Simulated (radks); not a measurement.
Question: The table gives one normalised radial function P(r) = r R(r) (large component) of Yb in [Xe] 4f13 6s2 6p1 (r in bohr). Method: Dirac Kohn-Sham, PBE, spin-unpolarised, spherical densities, point nucleus; open shells fill j = l - 1/2 first; computed with a radial shooting solver on a logarithmic mesh with Libxc functionals.

r,P
0.002579,0.1065
0.003027,0.1178
0.003552,0.1292
0.004135,0.1400
0.004853,0.1509
0.005695,0.1604
0.006683,0.1679
0.007842,0.1721
0.009203,0.1718
0.0108,0.1655
0.01267,0.1514
0.01487,0.1281
0.01745,0.0942
0.02048,0.0491
0.02404,-0.0067
0.02821,-0.0707
0.0331,-0.1382
0.03884,-0.2015
0.04558,-0.2502
0.05349,-0.2717
0.06277,-0.2540
0.07367,-0.1884
0.08645,-0.0748
0.1014,0.0740
0.1181,0.2224
0.1386,0.3464
0.1626,0.3924
0.1909,0.3256
0.224,0.1410
0.2628,-0.1235
0.3084,-0.3888
0.362,-0.5568
0.4248,-0.5473
0.4985,-0.3360
0.585,0.0308
0.6865,0.4530
0.8056,0.8170
0.9453,1.0367
1.109,1.0787
1.302,0.9639
1.528,0.7520
1.793,0.5140
2.104,0.3069
2.469,0.1588
2.897,0.0704
3.373,0.0278
3.958,0.0086
4.645,0.0021
5.451,0.0004
6.397,0.0001
7.507,0.0000
8.809,0.0000
10.34,0.0000
12.13,0.0000
14.24,0.0000
16.71,0.0000

Which n and l does it have? It may be an empty orbital.

Answer: n = 5, l = 0: the number of nodes gives n - l - 1 = 4, the rise at small r points to l (this Dirac orbital starts as r^gamma with gamma = sqrt((l + 1)^2 - (Z/c)^2) = 0.86; the j = 1/2 orbital of l + 1 starts with the same power, but with a smaller coefficient, and then steepens), and the extent must fit the shell. The curve is that of 5s1/2. 5s1/2: eigenvalue -62.169 eV, 4 radial nodes at r = 0.0236, 0.0940, 0.245, 0.578 bohr, <r> = 1.19 bohr, 90 % of the charge inside 1.72 bohr.
